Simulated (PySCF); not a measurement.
CH8FNOSi2, SMILES C[Si@@H](O)[Si@H](N)F.

Geometry: PBE0-D3(BJ)/def2-SVP. The structure was generated by enumeration; whether it is a known compound was not checked. The values are those of a single conformer.

All values below come from TDA-PBE/def2-SVPD (PySCF).

Vertical excitations. Gas-phase values at a fixed geometry.

Computed lowest excited states:
| state | energy (eV) | λ (nm) | f | main pairs |
|---|---|---|---|---|
| S1 | 5.41 | 229 | 0.012 | HOMO→LUMO 96 % |
| S2 | 5.60 | 221 | 0.015 | HOMO−1→LUMO 94 % |
| S3 | 5.97 | 208 | 0.027 | HOMO→LUMO+1 90 % |
| S4 | 6.15 | 202 | 0.013 | HOMO−2→LUMO 91 % |
| S5 | 6.20 | 200 | 0.032 | HOMO−1→LUMO+1 91 % |
| S6 | 6.43 | 193 | 0.033 | HOMO→LUMO+2 89 % |
| S7 | 6.71 | 185 | 0.027 | HOMO−1→LUMO+2 93 % |
| S8 | 6.74 | 184 | 0.009 | HOMO−2→LUMO+1 93 % |
| S9 | 6.97 | 178 | 0.066 | HOMO→LUMO+3 86 % |
| S10 | 7.14 | 174 | 0.014 | HOMO−1→LUMO+3 95 % |
| T1 | 4.81 | 258 | 0 | HOMO→LUMO 97 % |
| T2 | 5.28 | 235 | 0 | HOMO−1→LUMO 98 % |
| T3 | 5.48 | 226 | 0 | HOMO→LUMO+1 97 % |
| T4 | 5.85 | 212 | 0 | HOMO−1→LUMO+1 95 % |
Triplets are in the Tamm–Dancoff approximation.
